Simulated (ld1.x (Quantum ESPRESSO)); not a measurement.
What one change does to a pseudopotential (phosphorus, TM)

phosphorus (P), norm-conserving Troullier–Martins (Kleinman–Bylander form), made with ld1.x (Quantum ESPRESSO) 7.5 (PBEsol, scalar-relativistic). Core [Ne], reference 3s2 3p3. Waves: 3p (bound): rc 1.20 bohr; 3s (bound): rc 1.40 bohr. Local part: the s channel. Core correction: none.

All-electron outer shells of the reference configuration (PBEsol, scalar-relativistic, ld1.x):

```tsv
shell	level (eV)	outermost node (bohr)	outermost maximum (bohr)
2s	-173.57	0.14	0.42
2p	-124.33	–	0.36
3s	-13.92	0.66	1.58
3p	-5.48	0.64	1.83
```

Change: functional LDA (PZ).

Cutoffs: the cutoffs (Ry, on a coarse ladder) from which the occupation-weighted sum of valence levels, in a spherical-Bessel basis at the reference potential, stays within 10 and 1 mRy of its value at 400 Ry; they do not see the model core or the augmentation charge, which bear on the density cutoff. Errors are all-electron minus pseudo energies relative to the spin-unpolarised reference configuration.

Task: What does the change do?

Result: The potential gets neither clearly harder nor softer (70 Ry and 100 Ry → 70 Ry and 100 Ry); the number of tests with a reliable result goes from 7 to 9; of the 7 tests that both files solve, the error grows in 6 and shrinks in 0 by more than 15 % and 0.3 meV (median size 3.9 → 7.0 meV); neither file shows a bound ghost.

```tsv
quantity	base	changed
cutoff, loose	70 Ry	70 Ry
cutoff, tight	100 Ry	100 Ry
bound ghosts	none	none
error for 3s2 3p2, meV [ΔE 9.70 → 9.82 eV]	+2.7	+4.6
error for 3s2 3p1, meV [ΔE 28.81 → 29.07 eV]	+17	+33
error for 3s2 3p0, meV [ΔE 58.52 → 58.96 eV]	+56	+123
error for 3s2 3p2.5, meV [ΔE 3.76 → 3.82 eV]	+0.5	+0.8
error for 3s2 3p3.3, meV [ΔE -1.30 → -1.34 eV]	+0.2	+0.2
error for 3s1 3p4, meV [ΔE 8.51 → 8.50 eV]	+3.9	+7.0
error for 3s1 3p0, meV [ΔE 110.43 → 111.15 eV]	+190	+453
s: phases at 1.55 bohr within 0.05 rad from the reference energy up to (Ry; the scan ends near 5)	to the end of the scan	to the end of the scan
p: phases at 1.55 bohr within 0.05 rad from the reference energy up to (Ry; the scan ends near 5)	2.1	2.3
```
